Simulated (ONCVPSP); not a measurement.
## Building the ONCV potential for hafnium (Hf) (PBE, scalar-relativistic).

| Item | Value |
| --- | --- |
| Element | hafnium |
| Generator | ONCVPSP 4.0.1 |
| Type | optimised norm-conserving Vanderbilt (ONCV) |
| Functional | PBE |
| Relativity | scalar-relativistic |
| Frozen core | [Kr] 4d10 4f14 |
| Valence charge | 12 |
| Reference configuration | 5s2 5p6 5d2 (charge +2) |
| Partial waves | 5s: rc 1.25 bohr, ncon 3, nbas 6, qcut 6.6 1/bohr, 3 projectors, debl 0.7 Ha; 5p: rc 2.00 bohr, ncon 3, nbas 8, qcut 6.9 1/bohr, 3 projectors, debl 0.4 Ha; 5d: rc 2.70 bohr, ncon 4, nbas 8, qcut 5.9 1/bohr, 2 projectors, debl 3.7 Ha |
| Local potential | polynomial inside 0.95 bohr (lpopt 5, dvloc0 0 Ha) |
| Core correction | polynomial model core, fcfact 0.6 |

In the s channel the program set the typed energies aside and used -3.017, 0.250, 0.950 Ha. In the p channel the program set the typed energies aside and used -1.860, 0.250, 0.650 Ha.

Q: Estimate the cutoffs (Ha) at which the residual kinetic energy of the hardest occupied pseudo-wave falls to 1 and 0.1 mHa per electron.

A: 28 Ha and 67 Ha.

Q: Does the potential have ghost states?

A: Ghosts flagged at negative energy: d at -358.7 eV; GHOST(+) flagged for s at 40.0 eV, p at 216.9 eV. A true bound ghost makes a file unfit for plane-wave use.

Q: Which valence shell sets the plane-wave cutoff?

A: 5s: 28 Ha for 1 mHa per electron, against 11 Ha for 5d.

Q: Tests: 5s2 5p6 5d2 6s2; 5s2 5p6 5d2 6s1; 5s2 5p6 5d1; 5s2 5p6 5d1 6s2. Which has the largest error in its energy relative to the reference configuration, and how large is it?

A: 5s2 5p6 5d1, with -29 meV (all-electron minus pseudo) on +21.79 eV.
